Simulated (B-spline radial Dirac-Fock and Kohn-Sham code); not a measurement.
**Ag²⁺ 3d5/2: cross section and angular parameters**

System: Ag²⁺ in the configuration 1s2 2s2 2p6 3s2 3p6 3d10 4s2 4p6 4d9; threshold 400.6 eV (orbital energy of the model). Level of theory: Dirac-Hartree-Slater photoionisation with a Latter tail; cross sections with all multipoles, angular parameters from the dipole term and its interference with E2; a radial B-spline solver.

For linearly polarised light dσ/dΩ = σ/(4π) [1 + β P₂(cos θ) + (δ + γ cos²θ) sin θ cos φ], with θ from the polarisation vector and φ the angle between the beam and the projection of the electron momentum on the plane normal to the polarisation.

| hν (eV) | σ (kb) | β | γ | δ |
| --- | --- | --- | --- | --- |
| 425 | 2230 | 0.636 | 0.007 | -0.001 |
| 459 | 2290 | 0.349 | -0.025 | 0.001 |
| 516 | 1960 | 0.497 | -0.049 | 0.005 |
| 600 | 1470 | 0.736 | -0.059 | 0.012 |
| 620 | 1380 | 0.780 | -0.058 | 0.014 |
| 800 | 779 | 1.036 | -0.013 | 0.027 |
| 890 | 599 | 1.102 | 0.020 | 0.032 |
| 943 | 515 | 1.130 | 0.042 | 0.035 |
| 1080 | 359 | 1.179 | 0.100 | 0.041 |
| 1253.6 | 238 | 1.210 | 0.173 | 0.048 |
| 1860 | 74.3 | 1.208 | 0.409 | 0.070 |
| 2660 | 23.8 | 1.132 | 0.648 | 0.098 |
| 2984.4 | 16.3 | 1.098 | 0.727 | 0.110 |
| 6820 | ? | ? | ? | ? |
| 7330 | 0.660 | 0.767 | 1.313 | 0.267 |
| 8150 | 0.441 | 0.727 | 1.373 | 0.296 |
| 9640 | 0.230 | 0.664 | 1.462 | 0.345 |
| 10200 | 0.185 | 0.644 | 1.490 | 0.363 |

**Question.** Give the values at 6820 eV.

**Answer.** σ = 0.866 kb, β = 0.795, γ = 1.271, δ = 0.250.

Values without a named source are computed, but for edge energies of neutral atoms, which are taken from tables.
